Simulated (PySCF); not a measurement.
## Radial density of Sb (antimony, neutral)

B2PLYP, [Kr] 4d10 5s2 5p3, high-spin 4S determinant. Calculation: PySCF 2.14, in aug-cc-pVQZ-PP with ECP28MDF (7s7p5d3f2g, 92 functions); a scalar-relativistic core potential. This is the valence pseudo-density: the core potential removes the inner electrons and smooths the orbitals near the nucleus.

```csv
r (bohr),4πr²ρ (e/bohr),4πr²(ρα − ρβ)
0.00408,2.529e-05,0.0000
0.00686,6.408e-05,0.0000
0.0115,0.0001458,0.0000
0.0194,0.0002968,0.0000
0.0326,0.0005017,0.0000
0.0549,0.0008120,0.0000
0.0923,0.002718,0.0000
0.155,0.02647,0.0001
0.261,0.4088,0.0023
0.439,6.544,0.0671
0.739,24.54,0.1497
1.24,10.48,0.1104
2.09,3.044,1.2556
3.52,0.9617,0.7196
5.92,0.06141,0.0566
9.95,0.0003494,0.0003
```

Energies and moments cover only the electrons outside the core potential.
